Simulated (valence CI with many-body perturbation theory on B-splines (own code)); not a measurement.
The numbers below are computed, except where a source is named.
## Sensitivity of CI+MBPT for Sm LVIII

Method: valence CI with perturbative core correlation (CI+MBPT): three valence electrons over a frozen Dirac-Fock core [He], a basis of 6 s, 6 p, 5 d, 3 f, 1 g functions for each j, with the one-electron correlation potential Σ1, the two-electron term Σ2, the three-electron term Σ3, Breit, model QED; selected CI, second order for the rest, scaled by the run's own slope (own B-spline code, finite nucleus).

The last digits are not significant, and no measured levels were compared; by estimate large intervals hold to a few tenths of a per cent, small ones and those within an open d or f shell to about a per cent.

The reference run has the lowest level (2s^2 2p1/2) J=1/2 and an ionisation energy of 12582.2 eV. Its largest variational space holds 3561 state functions.

Levels are named by their leading jj configuration (3d3/2^4 stands for four electrons in 3d with j = 3/2), which in mixed levels can hold well under half, so a name can repeat and another be missing. Letters in brackets count levels of one name in rising energy.

Changed runs:
A. lowest core n in screening and Σ2 1 → 1
B. Breit term on → off; QED terms on → off; orbitals per symmetry with explicit Σ2 and valence Breit (the others get mean screening factors) 5 → 3
C. size limit of the variational space 10000 → 3000
D. Davidson iteration limit 60 → 1 (bad on purpose)

Excitation energies of the reference run in cm⁻¹, and shifts in cm⁻¹:

| Level | Reference | A | B | C | D |
| --- | --- | --- | --- | --- | --- |
| (2s 2p1/2^2) J=1/2 | 1632220 | 0 | -7139 | 0 | -0.1 |
| (2s^2 2p3/2) J=3/2 | 5319550 | 0 | +75544 | 0 | +47 |
| (2s 2p1/2 2p3/2) J=3/2 [a] | 6458780 | 0 | +71057 | 0 | +74 |
| (2s 2p1/2 2p3/2) J=5/2 | 6749220 | 0 | +119956 | 0 | +143 |
| (2s 2p1/2 2p3/2) J=1/2 | 7214930 | 0 | +68053 | 0 | +0.4 |
| (2s 2p1/2 2p3/2) J=3/2 [b] | 7226290 | 0 | +96830 | 0 | +93 |
| (2p1/2^2 2p3/2) J=3/2 | 8944800 | 0 | +79830 | 0 | +48 |
| (2s 2p3/2^2) J=5/2 | 11923500 | 0 | +171626 | 0 | +80 |
| (2s 2p3/2^2) J=1/2 | 12627400 | 0 | +122992 | 0 | 0 |
| (2s 2p3/2^2) J=3/2 | 12634800 | 0 | +157654 | +0.1 | +104 |
| (2p1/2 2p3/2^2) J=3/2 | 13953500 | 0 | +152972 | 0 | +61 |
| (2p1/2 2p3/2^2) J=5/2 | 14126700 | 0 | +200694 | 0 | +96 |
| Ionisation energy (eV) | 12582.2 | 0 | +18.3 | 0 | 0 |

No effect on these energies: A.

Run D: The Davidson iterations stopped at their limit.
